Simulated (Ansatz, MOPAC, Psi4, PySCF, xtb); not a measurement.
Pair of molecules: H3NSe (SMILES N[SeH]) (first 5 atoms) with HF (SMILES F); geometry from B3LYP-D3(BJ)/def2-TZVP, rigid monomers moved along the line of their centres of mass till N1···H7 is 1.55 Å.
(charge 0, multiplicity 1):
| atom | x (Å) | y (Å) | z (Å) |
|---|---|---|---|
| N | -1.0014 | 0.6000 | 0.7596 |
| Se | -0.2006 | -0.9469 | 0.0494 |
| H | -0.8263 | 1.3977 | 0.1597 |
| H | -2.0012 | 0.4682 | 0.8594 |
| H | -0.9287 | -0.9973 | -1.2400 |
| F | 0.0587 | 0.9490 | 3.0037 |
| H | -0.3383 | 0.8050 | 2.1455 |

Counterpoise-corrected where a basis set is named; no monomer relaxation.

Correlated levels freeze the cores. Filled d and f shells under p-block atoms count as core. CBS: X⁻³ extrapolation of the correlation energy, Hartree–Fock from the larger set. Rows in 6-31G* carry no dispersion term and start afresh at each structure (6-31G* with six Cartesian d functions); the Pople sets are all-electron and without relativity. The state reached by PM7 isn't checked; PM7 holds dispersion and hydrogen-bond terms.

Programs: Ansatz (Gaussian basis) for Hartree–Fock, density functionals and correlated methods; MOPAC for PM7 (differences of heats of formation); Psi4 for SAPT; PySCF for 6-31G* rows, the dispersion terms; xtb for the GFN methods. Values without a source in brackets are computed.

| level | interaction energy (kJ/mol) |
|---|---|
| PM7 | -2.5 |
| GFN2-xTB | -30.7 |
| HF/aug-cc-pVDZ | -28.2 |
| PBE-D3(BJ)/def2-TZVPPD | -47.8 |
| B3LYP/6-31G* | -34.0 |
| CCSD/aug-cc-pVDZ | -32.1 |
| CCSD/aug-cc-pVTZ | -36.9 |
| CCSD(T)/CBS(aug-cc-pVDZ, aug-cc-pVTZ) | … |
| SAPT0/aug-cc-pVDZ | … |

Question: Fill in the missing entries.

Answer: 
- CCSD(T)/CBS(aug-cc-pVDZ, aug-cc-pVTZ), interaction energy (kJ/mol): -40.8
- SAPT0/aug-cc-pVDZ, interaction energy (kJ/mol): -50.4

Ansatz is an electronic-structure program.
